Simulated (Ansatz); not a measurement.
`N[SiH2]CCl` + H–F → `N[SiH2]F` + `CCl` at 298.15 K and 1 bar (ligand exchange at the Si–C bond).

Program: Ansatz. Geometries: PBE0-D4/def2-TZVP. ΔE: electronic, gas phase. CBS: MP2 limit from def2 TZ/QZ plus the TZ coupled-cluster correction, frozen cores. This one scheme is used for every species. Each species was taken in one conformer, which may not be the lowest.

```tsv
species	CCSD(T)/CBS energy (Eh)	H − E (kJ/mol)	S (J/(mol·K))
`N[SiH2]CCl`	-845.25405	207.3	333.9
H–F	-100.39570	33.5	173.6
`N[SiH2]F`	-446.07709	135.8	281.7
`CCl`	-499.63220	109.7	234.1
```

H − E and S are ideal-gas, rigid-rotor, harmonic terms from PBE0-D4/def2-TZVP, for one conformer and one mirror image of each species. 1 Eh = 2625.50 kJ/mol, R = 8.31446 J/(mol·K).

Problem. By hand: ΔE, ΔH, ΔS and ΔG.

Solution. ΔE = (-446.07709) + (-499.63220) − (-845.25405) − (-100.39570) = -0.05954 Eh = -156.3 kJ/mol. Δ(H − E) = 135.8 + 109.7 − 207.3 − 33.5 = 4.7, so ΔH = -151.6 kJ/mol. ΔS = 281.7 + 234.1 − 333.9 − 173.6 = 8.3 J/(mol·K). ΔG = -151.6 − 298.15 × (8.3)/1000 = -154.1 kJ/mol.

Problem. By hand: the equilibrium constant, and the temperature at which ΔG would vanish if ΔH and ΔS stayed fixed.

Solution. log₁₀ K = −ΔG/(RT ln 10) = 27.0. ΔH and −TΔS have one sign here, so there is no such temperature.

The number of gas molecules stays the same, so ΔS is small and ΔH decides. A doubt of 5 kJ/mol in ΔE shifts log₁₀ K by 0.9 here. Other conformers and mirror images would add mixing entropy, several J/(mol·K) or more a flexible species. These are equilibria of isolated gas molecules and say nothing of rates. Largest T1 diagnostic: 0.011 (customary marks: 0.02 for closed shells, 0.045 for open ones).

ΔS is within the doubt of such terms, so its sign, and with it that verdict, could turn.
